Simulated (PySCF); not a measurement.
## Osmium: a sound run and one with changed settings

Sound run: Os²⁺ [Xe] 4f14 5d6, Os³⁺ [Xe] 4f14 5d5. Computed with PySCF 2.14 in def2-SVP with the def2 core potential (60 electrons) (6s3p2d1f, 32 functions), with scalar relativity through the core potential. In the sound run the correlated levels freeze 5s2 5p6 outside the core potential. The sound run starts from symmetry-adapted Hartree-Fock orbitals and uses a fine grid where one is needed.

Changed run: initial guess atom, at most 50 SCF cycles, level shift 0.1 hartree.

| species | method | sound run (hartree) | changed run (hartree) | converged |
| --- | --- | --- | --- | --- |
| Os²⁺ | UHF | -89.00396 | -89.00396 | yes |
| Os²⁺ | LDA | -89.40486 | -89.40486 | yes |
| Os²⁺ | M06-L | -89.67731 | -89.67731 | yes |
| Os²⁺ | MP2 | -89.06287 | -89.05938 | yes |
| Os³⁺ | UHF | -88.08800 | -88.08800 | yes |
| Os³⁺ | LDA | -88.40826 | -88.40826 | yes |
| Os³⁺ | M06-L | -88.69729 | -88.69729 | yes |
| Os³⁺ | MP2 | -88.11811 | -88.11655 | yes |

Ionisation energy of Os²⁺:

| method | sound run (eV) | changed run (eV) |
| --- | --- | --- |
| UHF | 24.924 | 24.924 |
| LDA | 27.119 | 27.119 |
| M06-L | 26.668 | 26.668 |
| MP2 | 25.708 | 25.656 |
| SCS-MP2 | 25.797 | 25.740 |

A level shift leaves the converged SCF energy unchanged but raises the virtual orbital energies, which shrinks MP2 if it is not removed.

For comparison, NIST gives 25 ± 1.6 eV between the lowest levels.
